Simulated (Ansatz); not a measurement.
CH3F3MoOS, SMILES `C[O][Mo]([F])([F])([F])=[S]`, relaxed with RKS PBE0-D4/def2-TZVP in the Gaussian-basis code of Ansatz from a PBE-D4/def2-SVP geometry. The force threshold is 0.005 eV/Å; the program also tests the step.

Total charge 0; spin multiplicity 1. Mo: def2 effective core potential.

Start:

```xyz
10

C    -0.180   -1.297    1.159
O    -0.556   -0.496    0.070
Mo    0.072    0.929   -0.935
F     1.018    1.365    0.634
F     1.472    1.842   -1.757
F    -0.020   -0.091   -2.492
S    -1.556    2.268   -1.032
H    -1.085   -1.554    1.750
H     0.534   -0.731    1.798
H     0.302   -2.234    0.805
```

```tsv
step	energy (eV)	largest force (eV/Å)	largest move (Å)
1	-23970.2540	0.828	0.000
2	-23970.3145	0.589	0.056
3	-23970.3265	0.059	0.026
4	-23970.3270	0.031	0.008
5	-23970.3276	0.036	0.018
6	-23970.3281	0.079	0.035
7	-23970.3286	0.100	0.034
8	-23970.3291	0.084	0.013
9	-23970.3298	0.029	0.045
10	-23970.3299	0.032	0.017
11	-23970.3300	0.028	0.011
12	-23970.3300	0.011	0.002
13	-23970.3300	0.005	0.002
```

End:

```xyz
10

C    -0.167   -1.286    1.127
O    -0.647   -0.379    0.174
Mo    0.039    0.943   -0.881
F     0.972    1.457    0.648
F     1.485    1.712   -1.728
F    -0.018   -0.183   -2.345
S    -1.520    2.291   -1.124
H    -1.011   -1.640    1.723
H     0.556   -0.779    1.774
H     0.311   -2.135    0.632
```

It took 77 s on 4 threads of an Arm Neoverse V2 on a shared host, with 0.84 GiB of host memory at the peak.
